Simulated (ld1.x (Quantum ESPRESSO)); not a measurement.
Varying the ultrasoft potential for lanthanum

Base potential:

* Element: La
* Generator: ld1.x (Quantum ESPRESSO) 7.5
* Type: ultrasoft
* Functional: LDA (PZ)
* Relativity: scalar-relativistic
* Frozen core: [Kr] 4d10 5s2
* Valence charge: 9
* Reference configuration: 4f0 5p6 5d1 6s0 6p0 (charge +2)
* Partial waves: 6s (bound, empty): rcut 2.85, rcutus 3.95 bohr; 6s channel at 3.6 Ry: rcut 2.85, rcutus 3.95 bohr; 5p (bound): rcut 2.80, rcutus 3.25 bohr; 6p (bound, empty): rcut 2.80, rcutus 3.25 bohr; 5d (bound): rcut 2.60, rcutus 3.05 bohr; 5d channel at -0.15 Ry: rcut 2.60, rcutus 3.05 bohr; 4f (bound, empty): rcut 0.80, rcutus 0.90 bohr; 4f channel at -0.25 Ry: rcut 0.80, rcutus 0.90 bohr
* Local potential: all-electron potential smoothed inside 1.75 bohr (lloc = -1)
* Core correction: Bessel-smoothed model core inside 0.80 bohr
* Augmentation charge: PSQ, inside the norm-conserving radii

All-electron outer shells of the reference configuration (LDA (PZ), scalar-relativistic, ld1.x):

| shell | level (eV) | outermost node (bohr) | outermost maximum (bohr) |
| --- | --- | --- | --- |
| 4d | -116.66 | 0.32 | 0.68 |
| 5s | -51.77 | 0.77 | 1.41 |
| 5p | -35.08 | 0.83 | 1.58 |
| 4f | -17.32 | – | 0.75 |
| 5d | -14.87 | 0.95 | 2.16 |
| 6s | -13.69 | 1.83 | 3.39 |
| 6p | -9.95 | 2.13 | 4.03 |

Cutoffs, loose and tight: the cutoffs (Ry, on a coarse ladder) from which the occupation-weighted sum of valence levels, in a spherical-Bessel basis at the reference potential, stays within 10 and 1 mRy of its value at 400 Ry. They do not see the model core or the augmentation charge, which bear on the density cutoff. Test errors are all-electron minus pseudo excitation energies from the reference, over the configurations 4f0 5p6 5d1 6s2 6p0; 4f0 5p6 5d1 6s1 6p0; 4f0 5p6 5d0 6s0 6p0; 4f1 5p6 5d0 6s2 6p0; 4f0 5p6 5d1 6s1.5 6p0; 4f0 5p6 5d1 6s0 6p1; 4f0 5p6 5d2 6s1 6p0 (two spin-polarised tests are not counted in the largest error). A dash means not determined; rows that change the core or the reference have their own tests.

A true bound ghost makes a file unfit for plane-wave use even where its test errors are small: the radial tests pick states by their node count and pass the ghost by.

Cutoffs are not given where the Bessel-basis levels miss the radial ones by over 6 mRy, ghosts where they miss by over 20 mRy; a channel whose overlap is not positive is not tested.

A file whose overlap is not positive is unfit for use, and its test errors describe a broken file.

```tsv
change	outcome	cutoff, loose	cutoff, tight	bound ghosts	largest test error (meV)
base	generated, overlap not positive	–	–	not determined (overlap not positive)	test run stopped at test 1 of 9 (negative rho)
local potential all-electron potential smoothed inside 1.72 bohr (lloc = -1)	generated, overlap not positive	–	–	not determined (overlap not positive)	test run stopped at test 1 of 9 (negative rho)
local potential all-electron potential smoothed inside 2.16 bohr (lloc = -1)	generated, overlap not positive	–	–	not determined (overlap not positive)	test run stopped at test 1 of 9 (negative rho)
local potential all-electron potential smoothed inside 2.70 bohr (lloc = -1)	generated, overlap not positive	–	–	not determined (overlap not positive)	test run stopped at test 1 of 9 (negative rho)
local potential all-electron potential smoothed inside 4.10 bohr (lloc = -1)	generated	8 Ry	15 Ry	none	test run stopped at test 1 of 9 (negative rho)
local potential all-electron potential smoothed inside 4.42 bohr (lloc = -1)	generated	8 Ry	15 Ry	none	test run stopped at test 1 of 9 (negative rho)
```

(1) What comes out with this change to the base: local potential all-electron potential smoothed inside 3.06 bohr (lloc = -1)?

(2) What comes out with this change to the base: local potential all-electron potential smoothed inside 3.50 bohr (lloc = -1)?

Answers

(1) outcome: generated, overlap not positive; bound ghosts: s (p not tested, overlap not positive); largest test error (meV): test run stopped at test 1 of 9 (negative rho). A file whose overlap is not positive is unfit for use, and its test errors describe a broken file.

(2) outcome: generated; cutoff, loose: 8 Ry; cutoff, tight: 12 Ry; bound ghosts: none; largest test error (meV): test run stopped at test 1 of 9 (negative rho).

Reading the sweep of the rcloc (base included, trends over the rows without a ghost): Bound ghosts are found at 3.06 bohr.
